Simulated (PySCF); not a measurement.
## Name the molecule from its bond curve

A diatomic of charge +1 contains Ta. Its triplet curve at ROHF-CCSD in a triple-zeta basis (scalar-relativistic core potentials, PySCF), in eV from the separated fragments:

(R (Å), E (eV)): (1.495, -5.677), (1.561, -6.515), (1.611, -6.826), (1.661, -6.924), (1.711, -6.856), (1.777, -6.571), (1.860, -5.998), (1.960, -5.123)

The fit gives ωe = 1103 cm⁻¹ and the rotational constant Bₑ = 0.4145 cm⁻¹.

Q: Which atom is the partner?

A: The minimum lies at 1.664 Å, so the reduced mass is 16.8576 u Å² cm⁻¹/(Bₑ·Re²) = 14.69 u. With Ta at 180.95 u the partner weighs about 16.0 u: O. The molecule is TaO⁺.

Correlated steps freeze 1 core orbital. Spin–orbit coupling is left out. The state is the lowest single determinant that the PBE0 search found; with open d or f shells the true ground state can be another one.
